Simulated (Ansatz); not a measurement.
**Worked example: C3H8Cd + Sn(CH3)Cl3 → C2H5CdCl + Sn(CH3)2Cl2**

Species: C3H8Cd `C[CH2][Cd][CH3]`, singlet; Sn(CH3)Cl3 (methyltin trichloride), singlet; C2H5CdCl `C[CH2][Cd][Cl]`, singlet; Sn(CH3)2Cl2 (dimethyltin dichloride), singlet. The partners trade CH3 for Cl: Cd–CH3 and Sn–Cl bonds give way to Cd–Cl and Sn–CH3.

Shapes, held fixed at every level: PBE0-D4/def2-TZVP. Programs: Ansatz 0.2.0. Electronic energies: no zero-point or thermal term.

At CCSD(T)/def2-TZVPP; 1 Eh = 2625.50 kJ/mol:

```
    species   energy (Eh)
     C3H8Cd   -286.454027
 Sn(CH3)Cl3  -1632.827426
   C2H5CdCl   -706.407021
Sn(CH3)2Cl2  -1212.899993
```

**Question.** Work out ΔE of the reaction at this level.

**Answer.** 
1. Products less reactants: (-706.407021) + (-1212.899993) − [(-286.454027) + (-1632.827426)] = -0.025561 Eh = -67.1 kJ/mol.

Other levels give -72.1 (r2SCAN0-D4/def2-TZVPP) to -63.6 kJ/mol (MP2/def2-TZVPP). No measured value is set beside it here. For atoms past krypton def2 sets carry core potentials with scalar relativity. Outer-core shells of Cd, Sn are correlated, in sets that cover them unevenly.
